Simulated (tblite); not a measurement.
Compound: FH₆PSi₂.
Bonds: F1–P2, P2–Si3, P2–Si4. Hydrogens: H5, H6, H7 on Si3; H8, H9, H10 on Si4.

The geometry is computed with GFN2-xTB (gas phase).

Task: List the bond lengths and angles at this level.

Result: 
```tsv
bond	length (Å)
F1–P2	1.659
P2–Si3, P2–Si4	2.251
Si3–H5 and 5 like bonds	1.463
```

Bonds in one row agree within 0.01 Å and their mean is given. A selection of angles:
```tsv
angle	degrees
F1–P2–Si3	96.8
Si3–P2–Si4	102.7
P2–Si3–H5	113.7
P2–Si3–H6	105.0
P2–Si3–H7	106.8
H5–Si3–H6	110.3
H6–Si3–H7	111.2
```

P2 (three-coordinate phosphorus) is pyramidal (angles 102.7°, 96.8° and 96.5°, sum 296.0°, 0.97 Å off the plane of its three neighbours). Si3 (SiH3 silicon) is distorted tetrahedral (angles from 105.0° to 113.7°).

Point group: Cs (every atom within 0.08 Å of its image). Its GFN2-xTB frequencies are all real (lowest 77 cm⁻¹). 2 starts were optimised and ended at 0.00 and 0.06 kcal/mol (GFN2-xTB); the lowest of these is shown.
